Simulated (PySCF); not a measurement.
Species: AlEt2(CCH), C6H11Al.
Bonds: Al1–C2, Al1–C9, Al1–C16, C2–C3, C9–C10, C16–C17. Hydrogens: H4, H5 on C2; H6, H7, H8 on C3; H11, H12 on C9; H13, H14, H15 on C10; H18 on C17.

Computed with TDDFT CAM-B3LYP/def2-SVPD, vertical, gas phase, core orbitals frozen in the response in PySCF 2.14.0, density-fitted response routines. Isolated species at its PBE0-D3(BJ)/def2-SVP geometry (one conformer only).

Broadening: Gaussians 0.5 eV wide at half height, area fixed by f = 4.319×10⁻⁹ ∫ε dν̃. The width is an assumption, not a result. The curve ends short of the highest state used, and states not computed would add to its high-energy end.

(λ (nm), ε (L mol⁻¹ cm⁻¹)): (168.3, 10071), (171.4, 9020), (174.5, 9160), (177.7, 7970), (180.8, 5406), (184.0, 2999), (187.1, 2012), (190.3, 2296), (193.4, 3089), (196.6, 3634), (199.7, 3535), (202.9, 2949), (206.0, 2298), (209.2, 1808), (212.3, 1518), (215.5, 1288), (218.6, 1045), (221.7, 773), (224.9, 507), (228.0, 303), (231.2, 159), (234.3, 78), (237.5, 34), (240.6, 14), (243.8, 5), (246.9, 2), (250.1, 1), (253.2, 0), (256.4, 0), (259.5, 0), (262.7, 0), (265.8, 0), (268.9, 0), (272.1, 0), (275.2, 0), (278.4, 0), (281.5, 0), (284.7, 0), (287.8, 0), (291.0, 0), (294.1, 0), (297.3, 0), (300.4, 0), (303.6, 0)

(1) Locate the maxima and give the states behind the curve.

(2) Coming from long wavelengths, where does ε first pass 100 L mol⁻¹ cm⁻¹?

(3) On this curve, what absorbance would a 10⁻⁴ mol/L sample give at 222 nm over a 1 cm path?

Answers

(1) 198 nm (6.27 eV), ε about 3700, made up of S5 (91%); 174 nm (7.13 eV), ε about 9200, made up of S7 (87%) (hardly more than a shoulder) (ε in L mol⁻¹ cm⁻¹; maxima over ε = 5, shares over 10%). At its high-energy end, 7.37 eV, the curve is still rising (ε about 10000, from S7, S9, S10, S11 and S12). The states used: S1 4.83 eV (f 0.0000); S2 5.42 eV (f 0.0000); S3 5.78 eV (f 0.021); S4 6.17 eV (f 0.0055); S5 6.29 eV (f 0.062); S6 6.36 eV (f 0.0000); S7 7.06 eV (f 0.155); S8 7.41 eV (f 0.0033); S9 7.51 eV (f 0.053); S10 7.53 eV (f 0.031); S11 7.62 eV (f 0.046); S12 7.76 eV (f 0.229); S13 7.84 eV (f 0.0097); S14 7.89 eV (f 0.0019); S15 7.97 eV (f 0.0044).

(2) At about 233 nm (5.32 eV), 0.48 eV above S1.

(3) 222 nm is 5.585 eV, where ε is about 750 L mol⁻¹ cm⁻¹, so A = ε c l ≈ 0.075 (Beer–Lambert, with the gas-phase spectrum and the assumed width).
